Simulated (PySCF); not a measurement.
# Vibration and rotation of CaO⁻

BHandHLYP constants of CaO⁻, ²Σ⁺ (doublet), unpaired electrons σ ↑ (PySCF, no relativity, basis sets Ca def2-SVPD, O def2-SVPD; masses 39.9626 and 15.9949 u):

```
ωe   : 721.5 cm⁻¹
ωexe : 3.78 cm⁻¹
Be   : 0.41149 cm⁻¹
αe   : 0.00245 cm⁻¹
```

(1) What force constant and bond length do these constants imply?

(2) Estimate the centrifugal constant D from the Kratzer relation and find the Dunham coefficient a1.

The state is the lowest determinant that a PBE0 search found; another state may lie lower at other levels.

Answers

(1) Reduced mass μred = 11.423 u; k = 5.8918×10⁻⁷·μred·ωe² (u, cm⁻¹, mdyn/Å) = 3.50 mdyn/Å; Re = √(16.8576/(μred·Be)) (u, cm⁻¹, Å) = 1.894 Å.

(2) D = 4Be³/ωe² = 5.35e-07 cm⁻¹; a1 = −1 − αeωe/(6Be²) = -2.74.
